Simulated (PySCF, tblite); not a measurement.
Q: What does the GFN2-xTB structure of `C=[P@](C)(/C=C/C)CP` look like in three dimensions?

A: 
```xyz
22
C6H14P2 angstrom
C      1.4184   -0.1577   -1.7951
P      0.5956   -0.1198   -0.2966
C      0.6488   -1.7820    0.4306
C     -1.1062    0.4755   -0.0080
C     -2.1912   -0.2943   -0.0270
C     -3.5924    0.2128   -0.0204
C      1.5620    0.9304    0.8480
P      3.3386    0.4684    0.5270
H      0.8931   -0.8109   -2.4934
H      1.5039    0.8470   -2.2136
H      0.1264   -1.8091    1.3859
H      0.1997   -2.4908   -0.2636
H      1.7020   -2.0337    0.5572
H     -1.2074    1.5570   -0.0589
H     -2.0863   -1.3721   -0.0210
H     -4.1170   -0.1349   -0.9110
H     -3.6191    1.2998    0.0020
H     -4.1301   -0.1735    0.8456
H      1.2875    0.6876    1.8793
H      1.3680    1.9900    0.6671
H      3.5423    1.3690   -0.5075
H      3.8530    1.3607    1.4726
```

Orientation and origin are arbitrary. Atoms count from 1 in this order. Of the pairs four or more bonds apart, C3···H15 is among the closest relative to their van der Waals radii: 2.80 Å, 97 % of the sum of Bondi's values. P2 (phosphorus bonded to 4 C) has angles from 101.9° to 126.5°. The 5 C–P bonds span 1.710 Å (C1=P2, drawn double) to 1.864 Å (C7–P8, drawn single), a spread of 0.154 Å. The C–C distances run from 1.330 Å (C4=C5, drawn double) to 1.490 Å (C5–C6, drawn single), a spread of 0.160 Å.

Bonds between heavy atoms (Å): C1=P2 1.710, P2–C3 1.815, P2–C4 1.826, C4=C5 1.330, C5–C6 1.490, P2–C7 1.829, C7–P8 1.864.

The geometry is computed with GFN2-xTB (gas phase).

Point group: C1 (no symmetry element, even within 0.4 Å). Its GFN2-xTB frequencies are all real (lowest 54 cm⁻¹). One conformer, not necessarily the lowest (C1–P2–C4–C5 93°, C1–P2–C7–P8 -41°, P2–C7–P8–H 87° and 180°).
